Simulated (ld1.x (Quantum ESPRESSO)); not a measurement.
**Configuration tests for tellurium (Te) (ultrasoft)**

```
Element                 : tellurium (Te)
Generator               : ld1.x (Quantum ESPRESSO) 7.5
Type                    : ultrasoft
Functional              : PBE
Relativity              : fully relativistic
Frozen core             : [Kr]
Valence charge          : 16
Reference configuration : 4d10 5s2 5p4
Partial waves           : 5s (bound): rcut 1.45, rcutus 1.85 bohr; 5s channel at -0.65 Ry: rcut 1.45, rcutus 1.85 bohr; 5p (bound): rcut 1.65, rcutus 2.20 bohr; 5p channel at -0.1 Ry: rcut 1.65, rcutus 2.20 bohr; 4d (bound): rcut 0.75, rcutus 1.05 bohr; 4d channel at -1.9 Ry: rcut 0.75, rcutus 1.05 bohr
Local potential         : all-electron potential smoothed inside 0.85 bohr (lloc = -1)
Core correction         : none
Augmentation charge     : built from norm-conserving waves at rcut, not smoothed further
```

Open shells are filled in proportion to 2j + 1 (rel_dist='average').

Energies are relative to the spin-unpolarised reference configuration 4d10 5s2 5p4; without spin polarisation the order of configurations can differ from experiment.

```csv
valence configuration,charge,ΔE all-electron (eV),error AE − PS (meV)
4d10 5s2 5p1,+3,54.625,+9.0
4d9 5s2 5p5,0,38.196,-230
4d10 5s0 5p6,0,18.630,+3.1
4d9 5s2 5p4,+1,49.216,-209
4d10 5s2 5p0,+4,91.145,+39
```

Problem. What are ΔE and the potential's error for 4d10 5s2 5p3?

Solution. ΔE = 9.749 eV all-electron; the error (AE − PS) is +0.1 meV.

Problem. What are ΔE and the potential's error for 4d10 5s2 5p2?

Solution. ΔE = 27.698 eV all-electron; the error (AE − PS) is +1.3 meV.

Note: ghost states, extra bound levels that the all-electron valence spectrum of the same l lacks: s at -1770.3 eV, p1/2 at -544.5 eV, p3/2 at -508.5 eV. A true bound ghost makes a file unfit for plane-wave use.
